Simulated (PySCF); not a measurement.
CH₆AlClOSi, SMILES [CH3][Al]([Cl])[O][SiH3]. Atoms are numbered in the order given.

```xyz
11

Al     0.4024     0.6839     0.0000
Cl    -1.4422     1.7118     0.0000
C      2.0759     1.6583     0.0000
H      2.9459     0.9836     0.0000
H      2.1439     2.3130    -0.8850
H      2.1439     2.3130     0.8850
O      0.3354    -1.0094     0.0000
Si    -0.1556    -2.5882     0.0000
H      0.3693    -3.2794    -1.2133
H      0.3693    -3.2794     1.2133
H     -1.6450    -2.6817     0.0000
```

Geometry: B3LYP-D3(BJ)/def2-SVP. The structure was generated by enumeration; whether it is a known compound was not checked. The values are those of a single conformer.

Computed with PBE/def2-TZVP (PySCF).

The molecule is in vacuum.

Problem. Estimate the frontier levels, gap, dipole moment and polarisability. (An estimate is asked for; the answer gives what the named calculation found.)

Solution. 
```yaml
highest_occupied_level: -7.24 eV
lowest_empty_level: -1.37 eV
orbital_gap: 5.87 eV
dipole_moment: 1.69 D
quadrupole, principal values (traceless, Buckingham form, about the centre of nuclear charge): -6.77, 2.35, 4.43 D·Å
mean_static_polarisability: 79.3 bohr³ (11.74 Å³)
polarisability_principal_values: 65.2, 83.8, 88.8 bohr³
```
